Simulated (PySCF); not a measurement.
Input file for PySCF: R-B3LYP/6-311+G** on CH4 (SMILES C).

```python
from pyscf import gto, scf, dft, mp
from pyscf.data.elements import chemcore

mol = gto.M(
    atom='''
    C    -0.04126481   -0.03220200    2.89106880
    H    -0.24453590    0.98417122    2.55127590
    H     0.03615963   -0.02557942    3.97673058
    H    -0.85612581   -0.69793884    2.60418399
    H     0.90164306   -0.38840593    2.47512220
    ''',
    basis='6-311+g**',
    charge=0, spin=0, verbose=3, max_memory=1800)
mf = dft.RKS(mol, xc='b3lyp')
mf.conv_tol = 1e-8
mf.max_cycle = 100
mf.kernel()
if not mf.converged:
    mf = mf.newton().run(mf.mo_coeff, mf.mo_occ)
```

Output:

```
converged SCF energy = -40.5338425955566
```

The calculation finished and met its thresholds.

Cost: about 1.4 core-seconds (a rough figure).
